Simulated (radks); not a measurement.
The numbers below are computed, except where a source is named.
Q: The mean radii <r> (bohr) of the occupied orbitals of an atom or ion are listed with their occupations. Level of theory: scalar-relativistic Kohn-Sham, r2SCAN, spin-polarised, spherical densities, finite nucleus; meta-GGA in the generalised Kohn-Sham scheme; Fermi nuclear charge, rms radius of each element as measured or else 0.836 A^(1/3) + 0.57 fm (a radial shooting solver on a logarithmic mesh with Libxc functionals).

| orbital | occ. | <r> |
|---|---|---|
| 1s up | 1 | 0.02151 |
| 1s down | 1 | 0.02151 |
| 2s up | 1 | 0.09148 |
| 2s down | 1 | 0.09148 |
| 2p up | 3 | 0.08090 |
| 2p down | 3 | 0.08090 |
| 3s up | 1 | 0.2391 |
| 3s down | 1 | 0.2389 |
| 3p up | 3 | 0.2380 |
| 3p down | 3 | 0.2377 |
| 3d up | 5 | 0.2168 |
| 3d down | 5 | 0.2163 |
| 4s up | 1 | 0.5402 |
| 4s down | 1 | 0.5404 |
| 4p up | 3 | 0.5713 |
| 4p down | 3 | 0.5715 |
| 4d up | 5 | 0.6179 |
| 4d down | 5 | 0.6191 |
| 5s up | 1 | 1.247 |
| 5s down | 1 | 1.274 |
| 5p up | 3 | 1.399 |
| 5p down | 2 | 1.435 |
| 4f up | 7 | 0.7603 |

Name the element and its charge. Open shells, if any, are filled with parallel spins first.

A: Z = 65, terbium, charge +5: Tb5+ in [Kr] 4d10 4f7 5s2 5p5. The 1s radius gives Z: for a bare nucleus <r> = (2 gamma + 1)/(2Z) with gamma = sqrt(1 - (Z/c)^2), 0.02124 bohr for Z = 65, and screening makes it slightly larger (0.02151 here). The occupations add up to 60, and the charge is Z minus that.
